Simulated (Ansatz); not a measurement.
**What each rung costs, and what it gives**

The pair of H$_{2}$ (SMILES [H][H], atoms 1–2) and CH$_{2}$F$_{2}$ (SMILES FCF, atoms 3–7), both closed shells, in one local arrangement (a lower one may exist), relaxed at PBE0-D4/def2-TZVP:

```
7
angstrom
H 0.0601 -0.3620 -3.0625
H -0.0199 -0.2940 -2.3234
F 0.5029 -0.9472 0.5378
C 0.0019 0.1494 1.1488
F -0.7075 0.8595 0.2432
H -0.6701 -0.1699 1.9501
H 0.8325 0.7642 1.5060
```

Interaction energies are counterpoise-corrected; the time is that of the whole pair.

Ansatz 0.2.0; basis: as named in each row; cores frozen in the correlated methods. B3LYP uses VWN-RPA correlation. Extrapolation: Hartree–Fock as exp(−7.88 √X), correlation as X^−2.97.

Times are rough, for one single point on 2 threads of a shared host (Arm Neoverse V1).

The estimate by CCSD(T) at an estimated basis limit (MP2 extrapolated from triple and quadruple zeta, plus CCSD(T) − MP2 in triple zeta) is -0.36 kcal/mol.

```
   method        basis  time (s)  interaction energy (kcal/mol)  method less estimate
       HF       STO-3G   under 1                           0.07                  0.43
   PBE-D4       STO-3G   under 1                          -0.35                  0.01
    SPW92     def2-SVP   under 1                          -0.61                 -0.25
 B3LYP-D4        6-31G   under 1                          -0.33                  0.03
  PBE0-D4     def2-SVP   under 1                          -0.41                 -0.05
   PBE-D4     def2-SVP   under 1                          -0.52                 -0.16
  CCSD(T)     def2-SVP   under 1                          -0.03                  0.33
   PBE-D4  def2-TZVPPD         1                          -0.49                 -0.13
revPBE-D4  def2-TZVPPD         1                          -0.36                  0.00
  BLYP-D4  def2-TZVPPD         2                          -0.15                  0.21
  PBE0-D4  def2-TZVPPD         2                          -0.42                 -0.06
 B3LYP-D4  def2-TZVPPD         2                          -0.25                  0.11
 HSE06-D4  def2-TZVPPD         2                          -0.43                 -0.07
  wB97M-V     def2-SVP         2                          -0.23                  0.13
r2SCAN-D4  def2-TZVPPD         3                          -0.27                  0.09
   B2PLYP  def2-TZVPPD         4                          -0.10                  0.26
  wB97X-V  def2-TZVPPD         6                          -0.39                 -0.03
   B97M-V  def2-TZVPPD         6                          -0.35                  0.01
  wB97M-V  def2-TZVPPD         6                          -0.32                  0.04
      MP2  def2-QZVPPD        10                          -0.30                  0.06
  CCSD(T)  def2-TZVPPD        48                          -0.32                  0.04
```

No T1 diagnostic of these runs exceeds 0.012.
